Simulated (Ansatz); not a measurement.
`B[SiH](O)F` + `[OH][GaH2]` → `B[O][GaH2]` + `O[SiH2]F` at 298.15 K and 1 bar (cleavage of the B–Si bond).

Calculated with Ansatz (gas phase, PBE0-D4/def2-TZVP geometries, no zero-point term in ΔE). CBS: MP2 limit from def2 TZ/QZ plus the TZ coupled-cluster correction, frozen cores. For Ga outer-core shells are correlated without core-valence functions, which leaves a few kJ/mol of doubt a bond. Scalar relativity is left out up to krypton. Each species was taken in one conformer, which may not be the lowest.

```
     species  CCSD(T)/CBS energy (Eh)  H − E (kJ/mol)  S (J/(mol·K))
`B[SiH](O)F`               -491.32150           139.6          319.8
`[OH][GaH2]`              -2000.92981            82.7          263.1
`B[O][GaH2]`              -2026.35181           117.1          314.9
  `O[SiH2]F`               -465.96250           103.4          276.2
```

H − E and S are ideal-gas, rigid-rotor, harmonic terms from PBE0-D4/def2-TZVP, for one conformer and one mirror image of each species. 1 Eh = 2625.50 kJ/mol, R = 8.31446 J/(mol·K).

Q: By hand: ΔE, ΔH, ΔS and ΔG.

A: ΔE = (-2026.35181) + (-465.96250) − (-491.32150) − (-2000.92981) = -0.06300 Eh = -165.4 kJ/mol. Δ(H − E) = 117.1 + 103.4 − 139.6 − 82.7 = -1.8, so ΔH = -167.2 kJ/mol. ΔS = 314.9 + 276.2 − 319.8 − 263.1 = 8.2 J/(mol·K). ΔG = -167.2 − 298.15 × (8.2)/1000 = -169.6 kJ/mol.

Q: By hand: the equilibrium constant, and the temperature at which ΔG would vanish if ΔH and ΔS stayed fixed.

A: log₁₀ K = −ΔG/(RT ln 10) = 29.7. ΔH and −TΔS have one sign here, so there is no such temperature.

The number of gas molecules stays the same, so ΔS is small and ΔH decides. A doubt of 5 kJ/mol in ΔE shifts log₁₀ K by 0.9 here. Other conformers and mirror images would add mixing entropy, several J/(mol·K) or more a flexible species. These are equilibria of isolated gas molecules and say nothing of rates. Largest T1 diagnostic: 0.016 (customary marks: 0.02 for closed shells, 0.045 for open ones).

ΔS is within the doubt of such terms, so its sign, and with it that verdict, could turn.
